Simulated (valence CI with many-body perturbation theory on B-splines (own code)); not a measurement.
The numbers below are computed, except where a source is named.
W61+: what the settings do

Method: configuration interaction combined with many-body perturbation theory (CI+MBPT): three valence electrons over a frozen Dirac-Fock core [Ne], radial functions for each j: 6 s, 6 p, 5 d, 3 f, 1 g, with the one-electron correlation potential Σ1 (screened to all orders), the two-electron term Σ2, the three-electron term Σ3, Breit, model QED; selected single and double excitations, second order for the rest, scaled by the run's own slope (own B-spline code, finite nucleus).

The last digits are not significant, and no measured levels were compared; by estimate large intervals hold to a few tenths of a per cent, small ones and those within an open d or f shell to about a per cent.

The reference run has the lowest level (3s^2 3p1/2) J=1/2 and an ionisation energy of 6726.01 eV. Its largest variational space holds 2749 state functions.

Levels are named by their leading jj configuration (3d3/2^4 stands for four electrons in 3d with j = 3/2), which in mixed levels can hold well under half, so a name can repeat and another be missing. Letters in brackets count levels of one name in rising energy.

Reference levels: (3s 3p1/2^2) J=1/2 1350770, (3s^2 3p3/2) J=3/2 2932100, (3s 3p1/2 3p3/2) J=3/2 [a] 4038090, (3s 3p1/2 3p3/2) J=5/2 4184880, (3s 3p1/2 3p3/2) J=3/2 [b] 4354840, (3s 3p1/2 3p3/2) J=1/2 4436210, (3s^2 3d3/2) J=3/2 4818720, (3s^2 3d5/2) J=5/2 5409780, (3p1/2^2 3p3/2) J=3/2 5677880, (3s 3p1/2 3d3/2) J=3/2 [a] 5785610, (3s 3p1/2 3d3/2) J=5/2 5884120, (3s 3p1/2 3d3/2) J=1/2 6098040 cm⁻¹.

Rank these changes by the mean size of the shift of these levels, smallest first.
A. correlating orbitals by l 3 3 3 2 1 → 4 4 3 0 0
B. Breit term on → off; QED terms on → off
C. three-electron term on → off

C (150 cm⁻¹), A (840 cm⁻¹), B (42000 cm⁻¹).
